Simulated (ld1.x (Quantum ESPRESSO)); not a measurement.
**Before and after: TM potential for gallium**

```
Element                 : gallium (Ga)
Generator               : ld1.x (Quantum ESPRESSO) 7.5
Type                    : norm-conserving Troullier–Martins (Kleinman–Bylander form)
Functional              : PBE
Relativity              : scalar-relativistic
Frozen core             : [Ar] 3d10
Valence charge          : 3
Reference configuration : 4s1 4p0 (charge +2)
Partial waves           : 4p (bound, empty): rc 2.20 bohr; 4s (bound): rc 1.40 bohr
Local potential         : the s channel
Core correction         : Bessel-smoothed model core inside 0.65 bohr
```

All-electron outer shells of the reference configuration (PBE, scalar-relativistic, ld1.x):

```json
{"shell": "4s", "level (eV)": "-26.07", "outermost node (bohr)": "0.80", "outermost maximum (bohr)": "1.78"}
{"shell": "4p", "level (eV)": "-17.74", "outermost node (bohr)": "0.86", "outermost maximum (bohr)": "2.12"}
```

Change: wave 4s (bound): rc 1.40 bohr becomes 4s (bound): rc 1.70 bohr.

Cutoffs: the cutoffs (Ry, on a coarse ladder) from which the occupation-weighted sum of valence levels, in a spherical-Bessel basis at the reference potential, stays within 10 and 1 mRy of its value at 400 Ry; they do not see the model core or the augmentation charge, which bear on the density cutoff. Errors are all-electron minus pseudo energies relative to the spin-unpolarised reference configuration.

Q: What does the change do?

A: The potential gets softer (35 Ry and 70 Ry → 12 Ry and 35 Ry); the errors of the 7 common tests hardly move; neither file shows a bound ghost. A larger radius leaves more room for a smooth pseudo-wave, so fewer plane waves are needed.

| quantity | base | changed |
| --- | --- | --- |
| cutoff, loose | 35 Ry | 12 Ry |
| cutoff, tight | 70 Ry | 35 Ry |
| bound ghosts | none | none |
| error for 4s2 4p1, meV [ΔE -26.82 eV] | -149 | -149 |
| error for 4s2 4p0, meV [ΔE -21.13 eV] | -90 | -91 |
| error for 4s2 4p0.5, meV [ΔE -24.79 eV] | -126 | -127 |
| error for 4s2 4p1.3, meV [ΔE -27.35 eV] | -155 | -155 |
| error for 4s1 4p2, meV [ΔE -20.28 eV] | -73 | -71 |
| error for 4s0 4p3, meV [ΔE -13.44 eV] | -32 | -28 |
| error for 4s1 4p1, meV [ΔE -13.76 eV] | -33 | -32 |
| s: phases at 2.39 bohr within 0.05 rad from the reference energy up to (Ry; the scan ends near 5) | 1.3 | 1.9 |
| p: phases at 2.39 bohr within 0.05 rad from the reference energy up to (Ry; the scan ends near 5) | 3.2 | 4.2 |
